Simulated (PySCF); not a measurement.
Z-matrix (Å, degrees):
```
C
C 1 1.4256
C 2 1.3849 1 120.78
H 2 1.0989 3 120.43 1 179.99
H 3 1.1014 2 119.52 4 -0.04
C 3 1.4364 5 118.41 2 179.96
C 6 1.4023 3 117.52 5 -179.97
H 7 1.1005 6 121.14 3 179.99
C 7 1.4232 8 116.91 6 -180.00
N 9 1.3680 7 117.58 8 0.00
C 10 1.3237 9 118.14 7 -179.98
H 11 1.1055 10 116.70 9 -179.98
C 11 1.4206 12 119.87 10 -179.99
H 13 1.1012 11 119.38 12 0.02
C 13 1.4027 14 119.64 11 -179.96
B 6 1.5453 7 120.64 8 -0.01
H 16 1.2171 6 119.99 7 -0.01
H 16 1.2179 17 119.67 6 -179.99
B 15 1.5507 13 118.48 14 -0.05
H 19 1.2146 15 122.94 13 179.99
H 19 1.2165 20 118.71 4 180.00
```
Charge 0, multiplicity 1.

Q: What is the computed HOMO–LUMO gap, S1 oscillator strength and LUMO (PBE-D3(BJ)/def2-TZVP // PBE-D3(BJ)/def2-SVP run with PySCF)?

A: 
```json
{
  "HOMO–LUMO gap": "2.47 eV",
  "S1 oscillator strength": "0.001",
  "LUMO": "-3.85 eV"
}
```
